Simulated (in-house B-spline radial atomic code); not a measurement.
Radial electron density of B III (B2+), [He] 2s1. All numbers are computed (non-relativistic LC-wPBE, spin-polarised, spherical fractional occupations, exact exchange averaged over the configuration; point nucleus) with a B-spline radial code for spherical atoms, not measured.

Columns: r (bohr), 4πr²n(r) (electrons per bohr), bar.

```
  0.0118    0.112 #
  0.0138   0.1501 #
  0.0161   0.1996 ##
  0.0187   0.2624 ##
  0.0219   0.3485 ###
  0.0255   0.4558 ####
  0.0298   0.5962 #####
  0.0348   0.7734 #######
  0.0406   0.9933 #########
  0.0473    1.261 ###########
  0.0552    1.587 ##############
  0.0645    1.976 #################
  0.0752    2.415 #####################
  0.0878    2.906 #########################
   0.102    3.409 ##############################
    0.12    3.953 ###################################
    0.14    4.424 #######################################
   0.163    4.793 ##########################################
    0.19    5.015 ############################################
   0.222    5.032 ############################################
   0.259    4.811 ##########################################
   0.302    4.353 ######################################
   0.352      3.7 ################################
   0.411    2.918 ##########################
    0.48    2.126 ###################
    0.56    1.443 #############
   0.654    0.946 ########
   0.763   0.6705 ######
    0.89   0.5864 #####
    1.04   0.6229 #####
    1.21   0.6843 ######
    1.42   0.6934 ######
    1.65   0.6169 #####
    1.93   0.4651 ####
    2.25   0.2962 ###
    2.62   0.1576 #
    3.06  0.06708 #
    3.57  0.02248 
    4.17 0.005612 
    4.87 0.001004 
    5.68 0.0001238
```

On this grid the curve has 2 maxima, near 0.222, 1.42 bohr.

The 1s up radial function P(r) = rR(r), positive near the nucleus:

| r (bohr) | P |
| --- | --- |
| 0.004 | 0.08205 |
| 0.00545 | 0.111 |
| 0.00742 | 0.1496 |
| 0.0101 | 0.2009 |
| 0.0138 | 0.2695 |
| 0.0187 | 0.3563 |
| 0.0255 | 0.4696 |
| 0.0348 | 0.6117 |
| 0.0473 | 0.7812 |
| 0.0645 | 0.978 |
| 0.0878 | 1.186 |
| 0.12 | 1.385 |
| 0.163 | 1.526 |
| 0.222 | 1.567 |
| 0.302 | 1.464 |
| 0.411 | 1.206 |
| 0.56 | 0.8392 |
| 0.763 | 0.4659 |
| 1.04 | 0.1927 |
| 1.42 | 0.05313 |
| 1.93 | 0.008585 |
